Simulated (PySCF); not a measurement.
A structure optimised at PBE0-D3(BJ)/def2-SVP, used in a PySCF frequency run:

```xyz
5

Cl     1.6603    -0.9586     1.4838
Si     0.0000     0.0000     0.7826
Cl    -1.6603    -0.9586     1.4838
Cl     0.0000     1.9171     1.4838
I      0.0000     0.0000    -1.6345
```
Charge 0, spin multiplicity 1.

Task: Write its SMILES, formula and point group.

Result: Cl[Si](Cl)(Cl)I, Cl3ISi, C3v

Task: What are its rotational constants (standard atomic weights)?

Result: 1.2929, 0.64550, 0.64550 GHz
